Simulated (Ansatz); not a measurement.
Species: C₄H₈BN, SMILES `B/C=C(/N)C=C` (charge 0, multiplicity 1).

Give a relaxed geometry from PBE0-D4/def2-TZVP (Ansatz, a program for electronic structure).

This is not unique; one that fits is the end point of this relaxation, one of several conformers (outside a Z-matrix the atoms follow the SMILES, hydrogens last).
Cartesian coordinates (Å) in one orientation:
```xyz
14

B      2.311    -0.565     0.218
C      0.946    -1.120    -0.071
C     -0.238    -0.420    -0.060
N     -1.412    -1.013    -0.376
C     -0.292     1.009     0.252
C     -1.331     1.809     0.027
H      2.494     0.579     0.530
H      3.270    -1.281     0.150
H      0.847    -2.176    -0.324
H     -1.426    -2.008    -0.515
H     -2.280    -0.578    -0.124
H      0.616     1.411     0.682
H     -2.247     1.473    -0.447
H     -1.287     2.859     0.287
```
